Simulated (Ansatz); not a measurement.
Cartesian coordinates in Å:
```
F 1.3335 1.7119 0.9720
Al 1.2874 0.0833 0.7118
F 2.2689 -0.5319 -0.4631
F 0.9315 -0.8877 1.9973
As -0.9818 -0.0628 -0.5427
H -1.7469 1.2037 -0.8053
H -2.0892 -0.8796 0.0615
H -1.0034 -0.6370 -1.9314
```

The species carries charge 0 and has multiplicity 1.

Problem. List the r2SCAN/def2-TZVPP orbital energies in eV (Ansatz 0.2.0). (Estimate.)

Solution. Ansatz gave: Occupied: -11573.45, -1517.39, -1461.40, -1305.06, -1305.06, -1305.03, -664.95, -664.95, -664.95, -190.36, -136.94, -136.94, -136.81, -110.84, -71.14, -71.00, -71.00, -43.80, -43.80, -43.70, -43.70, -43.65, -29.89, -29.59, -29.59, -18.28, -11.82, -11.25, -11.25, -10.58, -10.58, -10.43, -9.73, -9.73, -9.49, -9.49, -9.05, -8.65. Lowest empty: -1.33, -1.33, -0.73, 0.63, 1.70, 2.44, 2.44, 3.81.
